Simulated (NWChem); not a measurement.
Species: MgSiH3I; SMILES [SiH3][Mg][I]

```xyz
6

Mg     0.0461    -1.0178     0.0003
I      0.3663     1.5343     0.0015
Si    -0.2748    -3.5657    -0.0010
H     -0.4858    -4.1071    -1.3847
H     -1.4629    -3.9860     0.8134
H      0.9145    -4.2834     0.5672
```
Atoms are numbered in this order, from 1.

Geometry: optimised at PBE0/def2-SVP. def2 effective core potentials on I; no spin-orbit coupling.

Task: List the 6 lowest vertical singlet excitations from B3LYP/def2-SVP with def2 effective core potentials on I, TDA (NWChem).

Result: 
| state | energy (eV) | oscillator strength | leading excitation (squared amplitude) |
|---|---|---|---|
| S1 | 4.80 | 0.021 | HOMO−1 → LUMO (0.95) |
| S2 | 4.80 | 0.021 | HOMO → LUMO (0.95) |
| S3 | 5.02 | 0.000 | HOMO → LUMO+1 (0.51) |
| S4 | 5.04 | 0.000 | HOMO−1 → LUMO+1 (0.47) |
| S5 | 5.04 | 0.000 | HOMO−1 → LUMO+2 (0.49) |
| S6 | 5.22 | 0.073 | HOMO−2 → LUMO+1 (0.93) |
